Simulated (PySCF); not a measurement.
Be(H)(SeH) (BeH2Se), SMILES [BeH][SeH].

Geometry optimised at PBE0-D3(BJ)/def2-TZVP.

Vertical ionisation energy (IE) and electron affinity (EA) in eV. Rows of orbital energies are one-electron estimates. Where ΔSCF, EOM or ADC give a negative EA the extra electron is unbound and the value depends on the basis.

| level | IE | EA |
|---|---|---|
| −ε(HOMO), −ε(LUMO), B3LYP/def2-TZVPD (PySCF) | (withheld) | (withheld) |
| −ε(HOMO), −ε(LUMO), r2SCAN/def2-TZVPD (PySCF) | 6.57 | 1.45 |

Some entries are withheld; supply them. (An estimate is asked for; the answer gives what the named calculation found.)


- −ε(HOMO), −ε(LUMO), B3LYP/def2-TZVPD (PySCF), IE: 7.17
- −ε(HOMO), −ε(LUMO), B3LYP/def2-TZVPD (PySCF), EA: 1.29
